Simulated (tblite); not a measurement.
Species: C5H7F3S.
Numbering: `[F:1][C:2]([F:3])([F:4])[S:5][CH:6]1[CH2:7][CH2:8][CH2:9]1` (hydrogens: H10 on C6; H11, H12 on C7; H13, H14 on C8; H15, H16 on C9)

Computed with GFN2-xTB (tblite), gas phase: Langevin dynamics at 300 K from the optimised GFN2-xTB geometry, time step 0.5 fs, friction 0.01 fs⁻¹, 2000 steps.

The start geometry, which sets the zero of energy:
```
atom  x, y, z in Å
F1      2.766    0.964   -0.621
C2      2.642   -0.113    0.163
F3      3.802   -0.757    0.149
F4      2.450    0.345    1.405
S5      1.294   -1.201   -0.386
C6     -0.054    0.035   -0.296
C7     -0.592    0.373    1.098
C8     -2.018    0.140    0.573
C9     -1.431   -0.506   -0.692
H10     0.266    0.898   -0.879
H11    -0.294   -0.357    1.847
H12    -0.359    1.371    1.462
H13    -2.547    1.067    0.366
H14    -2.647   -0.502    1.183
H15    -1.469   -1.592   -0.667
H16    -1.816   -0.157   -1.647
```

**Question.** These frames come from the run, each turned onto the start geometry. Order them by potential energy, lowest first.
A.
```
atom  x, y, z in Å
F1      2.730    1.058   -0.262
C2      2.654   -0.195    0.335
F3      3.806   -0.741    0.138
F4      2.330    0.036    1.612
S5      1.208   -1.181   -0.480
C6     -0.119    0.075   -0.513
C7     -0.536    0.467    0.909
C8     -2.008    0.116    0.574
C9     -1.479   -0.509   -0.705
H10     0.140    0.973   -0.993
H11    -0.101   -0.142    1.648
H12    -0.174    1.479    1.240
H13    -2.576    1.058    0.537
H14    -2.474   -0.615    1.277
H15    -1.329   -1.560   -0.607
H16    -2.079   -0.311   -1.652
```
B.
```
atom  x, y, z in Å
F1      3.038    0.417   -1.059
C2      2.603   -0.128    0.087
F3      3.634   -0.777    0.638
F4      2.322    0.829    0.911
S5      1.204   -1.237   -0.230
C6     -0.020    0.133   -0.222
C7     -0.593    0.359    1.144
C8     -2.021    0.056    0.636
C9     -1.364   -0.403   -0.725
H10     0.304    1.033   -0.723
H11    -0.242   -0.452    1.854
H12    -0.498    1.383    1.672
H13    -2.614    0.893    0.404
H14    -2.562   -0.719    1.161
H15    -1.375   -1.451   -0.934
H16    -1.825    0.074   -1.556
```
C.
```
atom  x, y, z in Å
F1      2.817    0.977   -0.614
C2      2.666   -0.077    0.168
F3      3.835   -0.697    0.140
F4      2.448    0.348    1.412
S5      1.354   -1.267   -0.293
C6     -0.072   -0.041   -0.297
C7     -0.585    0.385    1.114
C8     -2.053    0.169    0.596
C9     -1.490   -0.505   -0.681
H10     0.307    0.769   -0.948
H11    -0.222   -0.364    1.836
H12    -0.351    1.413    1.438
H13    -2.623    1.082    0.416
H14    -2.669   -0.546    1.151
H15    -1.546   -1.595   -0.752
H16    -1.825   -0.044   -1.627
```
D.
```
atom  x, y, z in Å
F1      3.200    0.775   -0.850
C2      2.743   -0.127    0.117
F3      3.756   -0.923    0.418
F4      2.413    0.578    1.221
S5      1.240   -1.115   -0.382
C6     -0.080    0.120   -0.292
C7     -0.628    0.423    1.140
C8     -2.087    0.068    0.644
C9     -1.449   -0.400   -0.714
H10     0.240    0.857   -1.014
H11    -0.316   -0.290    1.962
H12    -0.534    1.375    1.594
H13    -2.619    1.003    0.503
H14    -2.572   -0.783    1.081
H15    -1.394   -1.471   -0.757
H16    -1.921   -0.081   -1.611
```
E.
```
atom  x, y, z in Å
F1      3.716    0.220   -0.361
C2      2.585   -0.157    0.257
F3      2.949   -1.045    1.134
F4      2.215    0.914    1.074
S5      1.292   -0.825   -0.863
C6     -0.184    0.235   -0.571
C7     -0.457    0.523    0.944
C8     -1.884   -0.112    0.747
C9     -1.555   -0.457   -0.716
H10    -0.025    1.050   -1.266
H11     0.098   -0.109    1.625
H12    -0.481    1.543    1.238
H13    -2.693    0.592    0.849
H14    -1.920   -1.000    1.375
H15    -1.552   -1.528   -0.982
H16    -2.112    0.164   -1.426
```

**Answer.** C (0.227 eV), B (0.423 eV), E (0.530 eV), D (0.612 eV), A (0.736 eV).

In the order of the answer:

```json
{"t (fs)": "25", "E above start (eV)": "0.227", "largest force (eV/Å)": "1.18", "rms force component (eV/Å)": "0.394", "rms distance from start (Å)": "0.082", "rms bond change (Å)": "0.020", "bond most changed (Å)": "S5–C6 +0.048"}
{"t (fs)": "775", "E above start (eV)": "0.423", "largest force (eV/Å)": "2.62", "rms force component (eV/Å)": "0.759", "rms distance from start (Å)": "0.334", "rms bond change (Å)": "0.030", "bond most changed (Å)": "C7–H12 +0.069"}
{"t (fs)": "975", "E above start (eV)": "0.530", "largest force (eV/Å)": "2.22", "rms force component (eV/Å)": "0.628", "rms distance from start (Å)": "0.650", "rms bond change (Å)": "0.023", "bond most changed (Å)": "C2–F4 +0.060"}
{"t (fs)": "700", "E above start (eV)": "0.612", "largest force (eV/Å)": "2.49", "rms force component (eV/Å)": "0.742", "rms distance from start (Å)": "0.222", "rms bond change (Å)": "0.030", "bond most changed (Å)": "F1–C2 +0.061"}
{"t (fs)": "450", "E above start (eV)": "0.736", "largest force (eV/Å)": "2.93", "rms force component (eV/Å)": "0.872", "rms distance from start (Å)": "0.237", "rms bond change (Å)": "0.041", "bond most changed (Å)": "C2–S5 +0.114"}
```

What follows is the cost of the whole dynamics run. On one thread of an Intel Xeon Platinum 8375C at 2.90 GHz, no GPU, shared host with 64 logical CPUs at a one-minute load of 10, this took 14 s of wall time and 0.18 GiB of memory at its peak.
